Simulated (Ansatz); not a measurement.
Reaction (ligand exchange at the Si–Se bond): `C[SiH](F)[SeH]` + `BBO` → `BBO[SiH](C)F` + H₂Se

Computed with Ansatz on PBE0-D4/def2-TZVP structures; ΔE is electronic, products minus reactants. CCSD(T)/CBS adds triple-zeta CCSD(T) − MP2 to the extrapolated MP2 energy (def2 sets, frozen cores). Functionals use def2-TZVPP. B3LYP here is the variant with VWN-RPA as its local correlation; programs differ in this. HSE06 is defined as in plane-wave codes. For Se outer-core shells are correlated without core-valence functions, which leaves a few kJ/mol of doubt a bond. Scalar relativity is left out up to krypton. Each species was taken in one conformer, which may not be the lowest.

| level | ΔE (kJ/mol) | difference from CCSD(T)/CBS |
| --- | --- | --- |
| LDA (SPW92) | -31.0 | 9.0 |
| PBE-D4 | -25.0 | 15.0 |
| revPBE-D4 | -25.0 | 15.0 |
| BLYP-D4 | -39.4 | 0.6 |
| r2SCAN-D4 | -38.1 | 1.9 |
| PBE0-D4 | -30.3 | 9.7 |
| r2SCANh-D4 | -38.7 | 1.3 |
| r2SCAN0-D4 | -39.8 | 0.2 |
| HSE06-D4 | -29.8 | 10.2 |
| CAM-B3LYP-D4 | -49.3 | -9.3 |
| ωB97X-V | -41.2 | -1.2 |
| ωB97M-V | -40.9 | -0.9 |
| B2PLYP | -43.9 | -3.9 |
| PBE-QIDH | -36.3 | 3.7 |
| PBE | -25.2 | 14.8 |
| revPBE | -23.5 | 16.5 |
| BLYP | -40.1 | -0.1 |
| r2SCAN | -37.7 | 2.3 |
| PBE0 | -30.4 | 9.6 |
| B3LYP | -43.7 | -3.7 |
| r2SCANh | -38.4 | 1.6 |
| r2SCAN0 | -39.4 | 0.6 |
| BHLYP | -51.0 | -11.0 |
| CAM-B3LYP | -49.6 | -9.6 |
| LC-ωPBE | -36.8 | 3.2 |
| RPA@PBE/def2-TZVPP | -45.9 | -5.9 |
| HF/def2-SVP | -50.6 | -10.6 |
| MP2/def2-SVP | -35.5 | 4.5 |
| CCSD/def2-SVP | -41.0 | -1.0 |
| CCSD(T)/def2-SVP | -39.0 | 1.0 |
| HF/def2-TZVPP | -60.2 | -20.2 |
| MP2/def2-TZVPP | -39.4 | 0.6 |
| SCS-MP2/def2-TZVPP | -44.9 | -4.9 |
| CCSD(T)/def2-TZVPP | -44.0 | -4.0 |
| HF/def2-QZVPP | -62.3 | -22.3 |
| MP2/def2-QZVPP | -37.8 | 2.2 |
| SCS-MP2/def2-QZVPP | -43.5 | -3.5 |
| HF/CBS(def2) | -62.6 | -22.6 |
| MP2/CBS(def2) | -35.3 | 4.7 |
| CCSD/CBS(def2) | -43.0 | -3.0 |
| CCSD(T)/CBS | -40.0 | 0 |

Largest T1 diagnostic among the species: 0.013.

From PBE to PBE0 (25 % exact exchange), in def2-TZVPP and without D4, ΔE moves by −5.2 kJ/mol. Leaving LDA and LC-ωPBE aside and taking each functional with its dispersion term where it has one, the values spread over 24.4 kJ/mol, from CAM-B3LYP-D4 to PBE-D4. LDA lies −5.8 kJ/mol from PBE without D4.
